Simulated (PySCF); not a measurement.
Working out the excitation energy of Ne+

Ne+ [He] 2s2 2p5 (2P) → Ne+ [He] 2s1 2p6 (2S). Calculation: PySCF 2.14, in aug-cc-pVTZ (5s4p3d2f, 46 functions); no relativity, point nucleus. Frozen: 1s2. Energies in hartree (1 hartree = 27.21139 eV):

| part | Ne+ (lower) | Ne+ (upper) |
| --- | --- | --- |
| UHF | -127.809570 | -126.721800 |
| CCSD correlation | -0.211671 | -0.305313 |
| (T) | -0.002764 | -0.009307 |

**Question.** What does Hartree-Fock give?

**Answer.** (-126.721800) − (-127.809570) = 1.087770 hartree = 29.600 eV.

**Question.** What do CCSD and CCSD(T) give?

**Answer.** The CCSD correlation energies differ by -0.093642 hartree = -2.548 eV and the triples by -0.006543 hartree = -0.178 eV, so CCSD gives 27.052 eV and CCSD(T) 26.874 eV.

Measured between the centres of the two terms (NIST): 26.878 eV, so CCSD(T) (valence) is off by -0.004 eV.

What remains against the reference includes basis incompleteness, the frozen core and higher excitations.
